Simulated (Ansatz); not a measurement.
Geometry optimisation, RKS PBE-D4/def2-SVP (Ansatz 0.2.0).

input.yaml

```yaml
crystal:
  periodic: [false, false, false]
  atoms:
    - { symbol: C, position_ang: [-0.6117, 1.0006, 1.1367] }
    - { symbol: C, position_ang: [0.5306, 0.2199, 0.6227] }
    - { symbol: C, position_ang: [0.5058, -1.1501, 1.2922] }
    - { symbol: Si, position_ang: [0.7417, 0.1503, -1.2692] }
    - { symbol: P, position_ang: [-1.0971, -0.8901, -2.1566] }
    - { symbol: H, position_ang: [-0.6556, 2.0717, 0.6991] }
    - { symbol: H, position_ang: [-0.6011, 1.1489, 2.2194] }
    - { symbol: H, position_ang: [-1.5766, 0.5934, 0.8562] }
    - { symbol: H, position_ang: [1.4462, 0.7623, 0.9943] }
    - { symbol: H, position_ang: [-0.3521, -1.7325, 1.0756] }
    - { symbol: H, position_ang: [0.5541, -1.0404, 2.417] }
    - { symbol: H, position_ang: [1.4355, -1.7315, 1.0312] }
    - { symbol: H, position_ang: [0.6745, 1.5373, -1.8454] }
    - { symbol: H, position_ang: [1.8637, -0.5918, -1.6427] }
    - { symbol: H, position_ang: [-2.0356, 0.1393, -1.9153] }
    - { symbol: H, position_ang: [-0.8451, -0.51, -3.4709] }
basis:
  gaussian: { orbitals: def2-SVP }
hamiltonian:
  xc: pbe
  dispersion: d4
relax:
  f_tol: 0.015
  max_steps: 40
```

Command:

```bash
$ ansatz run input.yaml --threads 2 --pin off --max-ram 3072MiB --backend cpu --events-out ev --progress --plain --runs-dir out
```

**Question.** Where does it end, and by what steps?

**Answer.** It converged. The force dipped under the threshold on the way, but the program's further checks kept it going. After 11 steps the energy has fallen by 0.476 eV; H16 moved furthest, 0.16 Å.

```tsv
step	energy less start (eV)	largest force component (eV/Å)	accepted
0	0.0000	3.012	yes
1	-0.3684	0.977	yes
2	-0.4658	0.247	yes
3	-0.4732	0.111	yes
4	-0.4745	0.037	yes
5	-0.4733	0.202	no
6	-0.4752	0.009	yes
7	-0.4756	0.041	yes
8	-0.4735	0.117	no
9	-0.4758	0.008	yes
10	-0.4759	0.006	yes
11	-0.4759	0.010	yes
```

```xyz
16
Properties=species:S:1:pos:R:3
C -0.660 1.068 1.132
C 0.554 0.248 0.667
C 0.570 -1.160 1.280
Si 0.659 0.179 -1.240
P -1.181 -0.921 -2.042
H -0.660 2.095 0.712
H -0.678 1.159 2.239
H -1.614 0.584 0.832
H 1.481 0.783 0.979
H -0.312 -1.752 0.955
H 0.543 -1.111 2.390
H 1.476 -1.731 0.992
H 0.788 1.572 -1.805
H 1.865 -0.620 -1.665
H -2.025 0.246 -1.966
H -0.831 -0.661 -3.416
```

Time of the run: 53 s on 2 threads of Intel(R) Xeon(R) Platinum 8259CL CPU @ 2.50GHz (Skylake/Cascade Lake), with other jobs on the host, peak memory 0.2 GiB.
